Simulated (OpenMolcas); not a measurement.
Rh VII: effect of the basis set

```json
{
  "Program": "OpenMolcas",
  "Method": "CASSCF",
  "Active space": "3 electrons in 10 orbitals (4d 5d)",
  "State averaging": "2S+1 = 4 even, 10 roots; 2S+1 = 2 even, 40 roots",
  "Spin-orbit coupling": "state interaction with AMFI integrals over the reference wave functions, term energies averaged over their components"
}
```

A. ANO-R2 [7s5p4d2f1g], X2C, finite nucleus; cost about 14 core-seconds
B. ANO-RCC-VTZP [7s6p4d2f1g], DKH2, point nucleus; cost about 17 core-seconds
C. ANO-RCC-VQZP [8s7p5d3f2g1h], DKH2, point nucleus; cost of the order of 40 core-seconds

Energies in cm-1 above 4d3 4F 3/2.

| Level | A | B | C |
| --- | --- | --- | --- |
| 4d3 4F 3/2 | 0.0 | 0.0 | 0.0 |
| 4d3 4F 5/2 | 1809 | 1828 | 1753 |
| 4d3 4F 7/2 | 4001 | 4040 | 3886 |
| 4d3 4F 9/2 | 6382 | 6437 | 6215 |
| 4d3 4P 3/2 | 17894 | 17850 | 18003 |
| 4d3 4P 1/2 | 18049 | 18017 | 18128 |
| 4d3 2G 7/2 | 20243 | 20201 | 20340 |
| 4d3 4P 5/2 | 20873 | 20872 | 20865 |
| 4d3 2G 9/2 [68 %] | 21338 | 21294 | 21438 |
| 4d3 2D 3/2(1) [51 %] | 25419 | 25365 | 25540 |
| 4d3 2P 1/2 | 26419 | 26378 | 26506 |
| 4d3 2H 9/2 [70 %] | 27699 | 27677 | 27737 |
| 4d3 2H 11/2 | 27852 | 27815 | 27930 |
| 4d3 2D 5/2(1) | 30456 | 30413 | 30544 |
| 4d3 2P 3/2 [52 %] | 31808 | 31792 | 31825 |
| 4d3 2F 7/2 | 42661 | 42570 | 42853 |
| 4d3 2F 5/2 | 43258 | 43166 | 43451 |
| 4d3 2D 5/2(2) | 65552 | 65358 | 65944 |
| 4d3 2D 3/2(2) | 66186 | 65989 | 66581 |

Among A to C the level of the table that moves most is 4d3 2D 3/2(2), by 590 cm-1 (lowest in B, highest in C).

Without dynamic correlation excited terms often stand tens of per cent too high (terms of higher spin than the ground term too low), and those without a measured partner can miss by more than the paired ones. Active for correlation alone: 5d; no level in the range computed is led by a configuration that fills it, so any true level of that kind is missing. Only configurations of the active space appear.

A share in square brackets marks a mixed level and gives the weight of the term that names it, the lowest over the columns. A number in round brackets counts repeated terms of one configuration in the order of the reference energies.
